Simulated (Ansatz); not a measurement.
Frontier orbitals of GaH$_{7}$OSi, SMILES `[SiH3][OH+][GaH3-]`.

```xyz
10

Si    0.1817    1.0921   -1.0723
O    -0.6034    0.4747    0.2854
Ga    0.1584   -1.3671    1.1588
H    -0.5331    2.3373   -1.4499
H     0.1286    0.1212   -2.1880
H     1.5663    1.3685   -0.6463
H    -1.5628    0.5115    0.3007
H     0.5549   -0.8493    2.5885
H     1.2838   -1.4984    0.0535
H    -1.1744   -2.1907    0.9695
```

The species carries charge 0 and has multiplicity 1. Correlated methods include outer-core shells of Ga, which these sets cover unevenly. Scalar relativity is left out up to krypton. Geometry: relaxed with PBE0-D4/def2-TZVP. Basis def2-TZVPP, Ansatz 0.2.0.

| functional | HOMO (eV) | LUMO (eV) | gap (eV) |
| --- | --- | --- | --- |
| PBE | -6.53 | -1.81 | 4.72 |
| r2SCAN | -6.85 | -1.39 | 5.46 |
| PBE0 | -7.77 | -0.95 | 6.82 |
| B3LYP | -7.58 | -1.19 | 6.39 |
| r2SCANh | -7.30 | -1.11 | 6.19 |
| LC-ωPBE | -10.55 | 1.21 | 11.76 |
| ωB97M-V | -10.02 | 0.72 | 10.74 |

Against PBE, PBE0 changes HOMO and LUMO by −1.24 and +0.87 eV, ωB97M-V by −3.49 and +2.53 eV. A gap of 4.72 eV thus becomes 10.73 eV for the same molecule, so an orbital gap means little without its functional. A positive LUMO is unbound and depends on the basis.

B3LYP here is the variant with VWN-RPA as its local correlation; programs differ in this. LC-ωPBE has ω = 0.4 bohr⁻¹.
